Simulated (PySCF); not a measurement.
Nuclear quadrupole coupling in `[SiH3]OC=C=S`

Compound: C2H4OSSi.
Atom-mapped SMILES: `[SiH3:1][O:2][CH:3]=[C:4]=[S:5]` (hydrogens: H6, H7, H8 on Si1; H9 on C3)

Geometry (PBE0-D3(BJ)/def2-SVP, Å), atoms numbered from 1 in this order:
```xyz
9
C2H4OSSi angstrom
Si    -1.155   -0.542    0.050
O     -0.025    0.465   -0.690
C      1.307    0.483   -0.442
C      1.961   -0.277    0.422
S      2.758   -1.164    1.435
H     -1.170   -0.300    1.523
H     -2.455   -0.175   -0.566
H     -0.818   -1.972   -0.215
H      1.873    1.211   -1.034
```

Field gradients from the PBE0/pcSseg-1 density (PySCF, non-relativistic), principal values in atomic units, ordered |Vxx| ≤ |Vyy| ≤ |Vzz|:

```json
{"atom": "O2", "Vxx": "-0.5992", "Vyy": "-1.1555", "Vzz": "1.7547"}
{"atom": "S5", "Vxx": "1.0422", "Vyy": "1.5535", "Vzz": "-2.5957"}
```

**Question.** Find the asymmetry η = (Vxx − Vyy)/Vzz and the couplings χ = eQV/h (234.96 MHz × Q in barn × V in au), with Q(17O) = −0.0256 b, Q(33S) = −0.0678 b.

**Answer.** 
```json
{"atom": "O2", "environment": "silyl ether oxygen", "nucleus": "17O", "η": "0.32", "χzz (MHz)": "-10.55", "χxx (MHz)": "3.60", "χyy (MHz)": "6.95"}
{"atom": "S5", "environment": "sulfur bonded to C", "nucleus": "33S", "η": "0.20", "χzz (MHz)": "41.35", "χxx (MHz)": "-16.60", "χyy (MHz)": "-24.75"}
```

The tensor is traceless: Vxx + Vyy + Vzz = 0.

**Question.** What is Vzz at O2 in SI units (1 au = 9.71736 × 10²¹ V/m²)?

**Answer.** 1.7547 au = 17.051 × 10²¹ V/m².

**Question.** What couplings would deuterons (Q(2H) = 0.00286 b) have in place of the hydrogens, at this geometry?

**Answer.** 
| atom | bonded to | bond length (Å) | Vzz (au) | η | χzz (kHz) |
| --- | --- | --- | --- | --- | --- |
| H6 | Si1 | 1.492 | 0.1369 | 0.04 | 92 |
| H7 | Si1 | 1.485 | 0.1422 | 0.04 | 96 |
| H8 | Si1 | 1.492 | 0.1368 | 0.04 | 92 |
| H9 | C3 | 1.096 | 0.2972 | 0.14 | 200 |

The structure is a single PBE0-D3(BJ)/def2-SVP conformer in the gas phase; no vibrational or solvent corrections. The basis is small and wasn't made for field gradients, so the couplings can be 20 % off.

The run behind these numbers computed NMR shieldings as well. The run took 8.7 s wall on one thread of an Arm Neoverse V1, on a shared host.
